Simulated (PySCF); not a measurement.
A structure optimised at B3LYP-D3(BJ)/def2-TZVP, used in a PySCF frequency run:

```
Te
O 1 1.9803
H 2 0.9651 1 108.84
S 1 2.3862 2 101.19 3 82.19
H 4 1.3461 1 98.10 2 84.95
```
Charge 0, spin multiplicity 1.

**Question.** Write its SMILES and formula.

**Answer.** O[Te]S, H2OSTe

**Question.** What are its rotational constants (standard atomic weights)?

**Answer.** 9.0964, 2.9584, 2.2825 GHz
